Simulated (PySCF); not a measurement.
C6H11N3.
Structure used (GFN2-xTB), in Å, numbered top down from 1:
```xyz
20
C6H11N3 angstrom
C      2.584    0.572   -0.795
C      1.926   -0.643   -0.145
N      0.713   -0.275    0.530
N      0.729    0.128    1.797
N     -0.461    0.442    2.147
C     -1.301    0.254    1.108
C     -2.758    0.532    1.197
C     -0.553   -0.212    0.040
C     -0.935   -0.607   -1.337
H      2.795    1.323   -0.038
H      1.931    1.010   -1.547
H      3.516    0.280   -1.271
H      2.594   -1.068    0.607
H      1.697   -1.404   -0.895
H     -2.988    0.889    2.196
H     -3.049    1.291    0.471
H     -3.336   -0.371    1.000
H     -1.998   -0.434   -1.480
H     -0.382   -0.032   -2.080
H     -0.730   -1.666   -1.506
```

Computed at PBE0/pcSseg-1 (PySCF, non-relativistic), with Q(14N) = 0.02044 b: N3, 14N (I = 1): χzz = -2.917 MHz, η = 0.317; N4, 14N (I = 1): χzz = -4.791 MHz, η = 0.719; N5, 14N (I = 1): χzz = -5.092 MHz, η = 0.074.

**Question.** Where would the pure quadrupole (NQR) lines of 14N at N3 fall for the rigid, isolated species?

**Answer.** From ν± = (3/4)|χ|(1 ± η/3) and ν0 = |χ|η/2: ν+ 2.419 MHz, ν− 1.956 MHz, ν0 0.463 MHz (pyrrole-type nitrogen).

**Question.** Find the zero-field quadrupole resonance frequencies of 14N at N4.

**Answer.** From ν± = (3/4)|χ|(1 ± η/3) and ν0 = |χ|η/2: ν+ 4.454 MHz, ν− 2.732 MHz, ν0 1.722 MHz (pyridine-type nitrogen).

**Question.** Where would the pure quadrupole (NQR) lines of 14N at N5 fall for the rigid, isolated species?

**Answer.** From ν± = (3/4)|χ|(1 ± η/3) and ν0 = |χ|η/2: ν+ 3.913 MHz, ν− 3.725 MHz, ν0 0.189 MHz (pyridine-type nitrogen).

In a crystal, neighbours and librations shift these lines. GFN2-xTB bond lengths can be off by several hundredths of an ångström, more for odd bonds, and the gradients follow them. With a basis this small, the couplings can be 20 % off.

One conformer stands for the species.
